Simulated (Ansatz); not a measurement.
Cl2Ge2H4, SMILES `[Cl][GeH2][GeH2][Cl]` at its PBE0-D4/def2-TZVP geometry, where that method's forces vanish. Charge 0, multiplicity 1.

```xyz
8

Cl   -1.8617   -0.8442   -1.8494
Ge    0.0953   -0.1922   -1.1932
Ge   -0.0960    0.1914    1.1936
Cl    1.8593    0.8544    1.8443
H     1.0798   -1.3193   -1.5306
H     0.4259    1.0879   -1.9712
H    -1.0860    1.3127    1.5339
H    -0.4167   -1.0907    1.9726
```

Problem. What forces (eV/Å) does ωB97M-V/def2-TZVPP give on these atoms in the Gaussian-basis code of Ansatz? (Estimate.)

Solution. Computed: 
```
Cl1 -0.030 -0.009 -0.003
Ge2  0.145  0.043  0.020
Ge3 -0.144 -0.044 -0.020
Cl4  0.030  0.009  0.004
H5  -0.083  0.095  0.027
H6  -0.029 -0.107  0.065
H7   0.084 -0.094 -0.029
H8   0.027  0.108 -0.065
```
